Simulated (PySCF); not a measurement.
## Shifts of the heteroatoms

Geometry:
| atom | x (Å) | y (Å) | z (Å) |
| --- | --- | --- | --- |
| C1 | 1.950 | 0.258 | 1.354 |
| C2 | 1.499 | -0.695 | 0.559 |
| C3 | 0.714 | -0.514 | -0.702 |
| Cl4 | 1.743 | -1.239 | -2.015 |
| C5 | -0.597 | -1.298 | -0.645 |
| C6 | -1.433 | -0.813 | 0.539 |
| C7 | -1.598 | 0.690 | 0.518 |
| O8 | -2.002 | 1.294 | -0.676 |
| C9 | -0.685 | 1.535 | -0.259 |
| C10 | 0.429 | 0.932 | -1.097 |
| H11 | 2.516 | 0.019 | 2.239 |
| H12 | 1.778 | 1.304 | 1.174 |
| H13 | 1.703 | -1.733 | 0.792 |
| H14 | -0.394 | -2.365 | -0.540 |
| H15 | -1.149 | -1.140 | -1.573 |
| H16 | -0.950 | -1.086 | 1.480 |
| H17 | -2.418 | -1.282 | 0.510 |
| H18 | -2.055 | 1.111 | 1.412 |
| H19 | -0.511 | 2.553 | 0.082 |
| H20 | 1.333 | 1.535 | -1.008 |
| H21 | 0.116 | 0.952 | -2.144 |

Gas phase, no relativistic terms, single conformer. Structure optimised with GFN2-xTB; GIAO PBE0/pcSseg-1 shieldings; PySCF.

Task: Where does 17O resonate?

Result: 
```tsv
atoms	environment	σ (ppm)	δ (ppm)
O8	ether oxygen	302.6	-9.0
```

Shieldings were converted by a linear fit to measured shifts: 17O (scatter 10.7 ppm rms, 12.2 ppm with the 3 outliers that the fit left out vs liquid water, solution or neat liquid). A few per cent of atoms miss by over 2 rms, more outside the fitted compound classes.

On a 300 MHz spectrometer 17O resonates near 40.7 MHz, so 1 ppm is 40.7 Hz.
